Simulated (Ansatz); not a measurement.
Compare A (`C[N](C)[GeH3]`) with its isomer B (`CN[CH2][GeH3]`).

Program: Ansatz. Geometries: PBE0-D4/def2-TZVP. ΔE: electronic, gas phase. CCSD(T)/CBS adds triple-zeta CCSD(T) − MP2 to the extrapolated MP2 energy (def2 sets, frozen cores). Functionals use def2-TZVPP. B3LYP here is the variant with VWN-RPA as its local correlation; programs differ in this. For Ge outer-core shells are correlated without core-valence functions, which leaves a few kJ/mol of doubt a bond. Scalar relativity is left out up to krypton. One conformer a species, not always the lowest.

Which isomer does CCSD(T)/CBS put lower? Give the gap. (Best estimate.)

Ansatz gave: A, by 19.1 kJ/mol.

Give E(B) − E(A) in kJ/mol with B3LYP-D4, MP2/def2-TZVPP, HF/def2-TZVPP, ωB97M-V, CCSD(T)/def2-TZVPP, r2SCAN-D4, B2PLYP. (An estimate is asked.)

Computed: B3LYP-D4 20.5, MP2/def2-TZVPP 23.0, HF/def2-TZVPP 22.4, ωB97M-V 18.2, CCSD(T)/def2-TZVPP 20.4, r2SCAN-D4 18.7, B2PLYP 19.9. None reverses the order clearly.

Largest T1 diagnostic: 0.011.

The D4 term adds +3.8 kJ/mol with B3LYP and +1.9 kJ/mol with PBE0; it sums over pairs of atoms, weighted by their polarisabilities, and B3LYP, whose exchange is more repulsive, gets the larger term.
